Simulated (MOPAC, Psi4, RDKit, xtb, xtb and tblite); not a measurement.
Two geometries of SMILES CO[SiH2]CC, relaxed at GFN2-xTB with one dihedral held; other torsions can differ between them too.

Structure A

```
15

C     -2.5061    -0.4706    -0.0421
C     -1.2558     0.1502     0.5642
Si     0.2829    -0.2285    -0.4676
O      1.4652     0.5189     0.3554
C      2.8204     0.5658     0.0366
H     -2.6736    -0.0901    -1.0468
H     -3.3870    -0.2470     0.5580
H     -2.4041    -1.5511    -0.1069
H     -1.3978     1.2285     0.6482
H     -1.1295    -0.2234     1.5813
H      0.5427    -1.6721    -0.5702
H      0.1782     0.2984    -1.8364
H      3.3301     1.1509     0.8028
H      3.2476    -0.4393     0.0066
H      2.9744     1.0354    -0.9378
```

Structure B

```
15

C     -2.5277    -0.4548    -0.0387
C     -1.2602     0.1377     0.5641
Si     0.2838    -0.2218    -0.4759
O      1.0380     1.2154    -0.5126
C      2.2670     1.5141    -1.0983
H     -2.7166    -0.0396    -1.0254
H     -3.3924    -0.2470     0.5901
H     -2.4328    -1.5339    -0.1396
H     -1.3896     1.2152     0.6755
H     -1.1317    -0.2659     1.5688
H      1.1324    -1.2611     0.1257
H     -0.0389    -0.6617    -1.8408
H      2.4753     2.5714    -0.9306
H      3.0647     0.9144    -0.6536
H      2.2444     1.3167    -2.1726
```

### Question
Which is lower in energy at the level Psi4 with B3LYP-D3(BJ)/def2-TZVP // GFN2-xTB, and by how much?

### Answer
A is lower, by 4.57 kJ/mol (dihedral C1–C2–Si3–O4: 180° in A, 135° in B).

E(B) − E(A) in kJ/mol at the other levels, on the same two geometries: GFN2-xTB (xtb and tblite) 4.01; MMFF94 // GFN2-xTB (RDKit) 5.71; B3LYP/def2-TZVP // GFN2-xTB (Psi4) 4.50; PBE/def2-TZVP // GFN2-xTB (Psi4) 4.24; PBE-D3(BJ)/def2-TZVP // GFN2-xTB (Psi4) 4.26; UFF // GFN2-xTB (RDKit) 7.05; PM7, restricted, heats of formation // GFN2-xTB (MOPAC) 2.32; PM3, restricted, heats of formation // GFN2-xTB (MOPAC) 1.92; GFN1-xTB // GFN2-xTB (xtb) 3.38.

MMFF94 has few fitted parameters for silicon.
